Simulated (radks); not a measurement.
Spherical quantum dot in the effective-mass picture: electrons in a hard-walled sphere of radius 1.69, with a point charge +2 (a donor) at the centre, all in effective atomic units (hartree* = m*/eps^2 hartree, bohr* = eps/m* bohr), one dielectric constant everywhere. Method: non-relativistic Kohn-Sham, PBE, spin-polarised, spherical densities; computed with a radial shooting solver with Libxc functionals. Levels are named by radial order and angular momentum (1s, 1p, 1d, 2s, ...), and open shells are averaged over m. Results are scaled to m* = 0.041 and eps = 7.6, for which hartree* = 19.32 meV and bohr* = 9.809 nm. Each electron was tried in the lowest free levels, single moves between levels near the top were tried too, and the lowest total energy was kept; such a search can miss a lower state. At N = 1 the Hartree and exchange-correlation terms need not cancel, so that row can carry a self-interaction error.

N	open shells	2S	E (meV)	mu = E(N) - E(N-1) (meV)	addition energy mu(N+1) - mu(N) (meV)	e(HOMO) (meV)	rms radius (nm)
1	1s(up 1, down 0)	1	-34.9928	-34.993	26.68	-24.685	6.761
2	none	0	-43.3027	-8.3099	69.03	1.0337	7.184
3	1p(up 1, down 0)	1	17.4145	60.717	14.79	67.907	8.295
4	1p(up 2, down 0)	2	92.9171	75.503	15.51	83.201	8.839
5	1p(up 3, down 0)	3	183.934	91.017	20.94	98.864	9.181
6	1p(up 3, down 1)	2	295.891	111.96	14.46	119.03	9.435
7	1p(up 3, down 2)	1	422.311	126.42	15.08	133.90	9.629
8	none	0	563.807	141.50	56.01	149.12	9.786
9	2s(up 1, down 0)	1	761.314	197.51	16.61	206.29	9.860
10	1d(up 1, down 0) 2s(up 1, down 0)	2	975.428	214.11	14.20	221.50	10.05
11	1d(up 3, down 0)	3	1203.74	228.31	13.85	234.91	10.32
12	1d(up 4, down 0)	4	1445.90	242.17	14.54	249.43	10.45
13	1d(up 5, down 0)	5	1702.61	256.70	17.02	263.98	10.55
14	1d(up 5, down 0) 2s(up 1, down 0)	6	1976.32	273.72	17.62	282.77	10.55
15	1d(up 5, down 1) 2s(up 1, down 0)	5	2267.66	291.34	13.30	298.32	10.64
16	1d(up 5, down 3)	2	2572.29	304.63	13.65	311.15	10.82
17	1d(up 5, down 4)	1	2890.58	318.29	14.31	325.44	10.89
18	none	0	3223.18	332.60	18.48	339.77	10.95
19	2s(up 1, down 0)	1	3574.27	351.08	22.52	360.20	10.94
20	none	0	3947.87	373.60	50.88	382.93	10.91
21	1f(up 1, down 0)	1	4372.36	424.48	13.87	431.41	10.98
22	1f(up 2, down 0)	2	4810.71	438.36	13.90	445.30	11.05
23	1f(up 3, down 0)	3	5262.97	452.26	13.92	459.22	11.12
24	1f(up 4, down 0)	4	5729.15	466.18	13.94	473.15	11.18
25	1f(up 5, down 0)	5	6209.27	480.12	13.95	487.09	11.23
26	1f(up 6, down 0)	6	6703.33	494.07	13.95	501.04	11.28
27	1f(up 7, down 0)	7	7211.35	508.02	17.92	515.00	11.33
28	1f(up 7, down 1)	6	7737.29	525.94	13.74	532.80	11.38
29	1f(up 7, down 2)	5	8276.97	539.67	13.77	546.55	11.42
30	1f(up 7, down 3)	4	8830.41	553.44	13.79	560.33	11.47
31	1f(up 7, down 4)	3	9397.64	567.23	13.81	574.13	11.51
32	1f(up 7, down 5)	2	9978.68	581.04	13.82	587.95	11.54
33	1f(up 7, down 6)	1	10573.5	594.86	13.83	601.77	11.58
34	none	0	11182.2	608.69	68.17	615.60	11.61
35	1g(up 1, down 0)	1	11859.1	676.86	-	683.64	11.65

All shells are closed at N = 2, 8, 18, 20, 34 (there: 1s2 1p6 1d10 2s2 1f14); the second difference of the energy has clear peaks (12 % above both neighbours; the first and last values, which can be the largest, are not judged, and half-filled shells can peak too) at N = 2, 5, 8, 20, 27.
